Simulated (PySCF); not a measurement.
## Magnetisability: SMILES B/C1=C/B/C=C\C=C/C1, C$_{7}$H$_{10}$B$_{2}$

Cartesian coordinates in Å; atom numbers follow the order of the lines, from 1:
```xyz
19

B     2.6571    0.0106   -0.8401
C     1.3507    0.3213   -0.0870
C     0.6083    1.4334   -0.3137
B    -0.7550    1.8256    0.2913
C    -1.9722    0.9065    0.4825
C    -2.2004   -0.3804    0.1191
C    -1.2964   -1.3865   -0.3612
C    -0.0098   -1.5742   -0.0307
C     0.7774   -0.7011    0.8773
H     3.0869   -1.0785   -0.8592
H     3.2272    0.8617   -1.4049
H     1.0503    2.1610   -0.9888
H    -0.9041    2.9641    0.5553
H    -2.8635    1.4069    0.8562
H    -3.2275   -0.7374    0.1713
H    -1.7614   -2.1359   -0.9931
H     0.5208   -2.4087   -0.4702
H     0.1353   -0.2158    1.6128
H     1.5665   -1.2632    1.3757
```

Level of theory: PySCF, GIAO BHandHLYP/pcSseg-1 magnetisability, rotational g tensor and spin-rotation constants, non-relativistic, gas phase. Geometry: GFN2-xTB.

What are the magnetisability and the molar susceptibility?

Isotropic -1172 × 10⁻³⁰ J/T², or -70.6 × 10⁻⁶ cm³/mol; principal values -1790, -968, -758 × 10⁻³⁰ J/T², anisotropy 945 × 10⁻³⁰ J/T² (root of half the summed squared differences of the principal values). The susceptibility is in cgs units.

Split it along the inertial axes a, b, c into diamagnetic and paramagnetic parts about the centre of mass, with the quadrupole moment.


| axis | χ (10⁻⁶ cm³/mol) | diamagnetic (10⁻⁶ cm³/mol) | paramagnetic (10⁻⁶ cm³/mol) | summed x² of all electrons (Å²) | quadrupole Θ (D Å) |
| --- | --- | --- | --- | --- | --- |
| a | -50.3 | -580.2 | 529.9 | 178.3 | +0.33 |
| b | -53.7 | -884.0 | 830.3 | 106.7 | -0.52 |
| c | -107.7 | -1208.8 | 1101.1 | 30.1 | +0.19 |

Anisotropies 2χaa − χbb − χcc = +60.8 and 2χbb − χaa − χcc = +50.6 × 10⁻⁶ cm³/mol. Θ is traceless in Buckingham's convention.

And the rotational g tensor?


| axis | rotational constant (GHz) | g | nuclear part | electronic part |
| --- | --- | --- | --- | --- |
| a | 2.6425 | -0.0617 | 0.5961 | -0.6578 |
| b | 1.5685 | -0.0338 | 0.5781 | -0.6118 |
| c | 1.1053 | +0.0040 | 0.5758 | -0.5718 |

Asymmetric top; isotopes 11B, 12C, 1H; no vibrational averaging.
